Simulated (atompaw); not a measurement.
# PBE PAW (atompaw) dataset for holmium (Ho), scalar-relativistic all-electron reference.

atompaw 4.2.0.5 input, output lines left out:

```
Ho 67
GGA-PBE scalarrelativistic loggrid 2001 logderivrange -6 5 276
6 6 5 4 0 0
6 0 1.5
6 1 0.5
5 2 1
4 3 10
0 0 0
c
c
c
c
v
v
c
c
c
v
v
c
c
v
c
2
3.00 2.50 2.95 1.65
n
n
y
0.85
n
custom rrkj vanderbiltortho sinc
3 1 ultrasoft
1.50
3.00
2.05
2.55
3.00
3.00
```

All-electron outer shells of the reference configuration (PBE, scalar-relativistic, ld1.x):

```json
{"shell": "4d", "level (eV)": "-167.02", "outermost node (bohr)": "0.25", "outermost maximum (bohr)": "0.52"}
{"shell": "5s", "level (eV)": "-55.11", "outermost node (bohr)": "0.61", "outermost maximum (bohr)": "1.13"}
{"shell": "5p", "level (eV)": "-29.83", "outermost node (bohr)": "0.66", "outermost maximum (bohr)": "1.28"}
{"shell": "4f", "level (eV)": "-10.05", "outermost node (bohr)": "–", "outermost maximum (bohr)": "0.52"}
{"shell": "6s", "level (eV)": "-4.75", "outermost node (bohr)": "1.51", "outermost maximum (bohr)": "3.22"}
{"shell": "5d", "level (eV)": "-2.74", "outermost node (bohr)": "0.74", "outermost maximum (bohr)": "1.88"}
{"shell": "6p", "level (eV)": "-1.65", "outermost node (bohr)": "1.83", "outermost maximum (bohr)": "4.41"}
```

Calculated quality:

- Cutoffs needed: 21 Ry and 35 Ry (the cutoffs (Ry, on a coarse ladder) from which the occupation-weighted sum of valence levels, in a spherical-Bessel basis at the reference potential, stays within 10 and 1 mRy of its value at 400 Ry)
- Ghost test: no extra level below or beside the all-electron valence levels (s, p, d, f tested) (spherical-Bessel basis up to 400 Ry, 20 bohr box)
- Lowest eigenvalue of the overlap operator: 0.09 (p channel)
- Overlap eigenvalues printed by atompaw (projector basis): 0.0678, 0.103, 0.241, 12.1, 19.8, 32.3
- Share of each valence orbital outside the PAW sphere: 5s 0 %, 6s 70 %, 5p 1 %, 6p 92 %, 5d 35 %

Generation and tests took about 50 s on one core of a shared server CPU.
